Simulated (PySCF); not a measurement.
**Correlation energy of Sn⁺ (tin, charge +1)**

[Kr] 4d10 5s2 5p1, 2P determinant. Computed with PySCF 2.14 in aug-cc-pVDZ-PP with ECP28MDF, with scalar relativity through the core potential. Frozen: 4s2 4p6 4d10; 3 electrons correlated.

MP2 pair energies summed by pair of shells (mhartree):

```json
{"pair": "5s-5s", "energy": "-15.92", "share (%)": "59.2"}
{"pair": "5s-5p", "energy": "-10.96", "share (%)": "40.8"}
```

Total MP2 correlation energy: -26.88 mhartree.

Same-spin part -1.89 and opposite-spin part -25.00 mhartree; SCS-MP2 scales them by 1/3 and 6/5 to -30.62 mhartree.

```csv
level,correlation energy (mhartree)
CCSD,-40.07
(T),-0.39
CCSD(T),-40.46
```

Diagnostics: T1 = 0.0098, D1 = 0.0237, largest double amplitude 0.095.

Task: Is a single reference adequate?

Result: Mostly. T1 lies below 0.03, but a double amplitude of this size points to a near-degeneracy that CCSD handles and MP2 describes poorly.
